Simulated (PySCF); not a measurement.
A structure optimised at ωB97X-D3(BJ)/def2-TZVP, used in a PySCF frequency run:

```xyz
4

Ga     0.0000     0.0000    -0.3203
H      0.0000     0.0000    -1.8535
F      0.0000    -1.4470     0.6546
F      0.0000     1.4470     0.6546
```
Charge 0, spin multiplicity 1.

### Question
Write its SMILES, formula and point group.

### Answer
[F][GaH][F], F2GaH, C2v

### Question
What are its rotational constants (standard atomic weights)?

### Answer
18.794, 6.3522, 4.7476 GHz
